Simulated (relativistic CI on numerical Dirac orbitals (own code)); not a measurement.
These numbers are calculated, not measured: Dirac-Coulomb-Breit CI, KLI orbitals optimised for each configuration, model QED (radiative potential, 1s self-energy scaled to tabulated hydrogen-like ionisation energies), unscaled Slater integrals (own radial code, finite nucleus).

The strongest absorption lines from the ground level of an ion, among the configurations computed and to levels below about 66200 eV (vacuum wavelength in Å, gf): 0.1873 (0.0092), 0.1896 (0.016), 0.1939 (0.034), 0.1943 (0.015), 0.2038 (0.091), 0.2050 (0.042), 0.2385 (0.44), 0.2441 (0.24).

Task: Which ion is it?
A. La⁵⁵⁺
B. Eu⁶¹⁺
C. Tm⁶⁷⁺
D. Re⁷³⁺

Result: C. Tm⁶⁷⁺ has 2 electrons and the ground level 1s² ¹S0; the strongest line goes to 1s2p ¹P°1. The pattern of lines fixes the number of electrons, and along that sequence the line energies rise steadily with the charge (about as its square where n changes within one kind of shell, about linearly where n is kept but much faster in heavy ions where fine structure, which grows about as Z⁴, sets the gap, and irregularly where shells cross), which fixes Z. Configurations outside the model, such as inner-shell arrays, can give stronger lines. At this charge energies of transitions that change n are usually good to better than 1 %, and those within a shell (Δn = 0) to a few per cent.

LS names give the leading component of a level, which can be under half, so a name can repeat, a term be missing and a line seem to break the LS rules.
